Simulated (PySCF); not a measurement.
## Electron correlation in N⁺ (nitrogen, charge +1)

[He] 2s2 2p2, high-spin 3P determinant. Computed with PySCF 2.14 in ANO-RCC-VTZP (4s3p2d1f, 30 functions), with scalar relativity by spin-free X2C-1e. Frozen: 1s2; 4 electrons correlated.

| level | correlation energy (mhartree) |
| --- | --- |
| CCSD | -93.06 |
| (T) | -1.63 |
| CCSD(T) | -94.69 |
| CCSDT | -95.04 |

Diagnostics: T1 = 0.0065, D1 = 0.0126, largest double amplitude 0.119.

**Question.** Is a single reference adequate?

**Answer.** Mostly. T1 lies below 0.03, but a double amplitude of this size points to a near-degeneracy that CCSD handles and MP2 describes poorly.
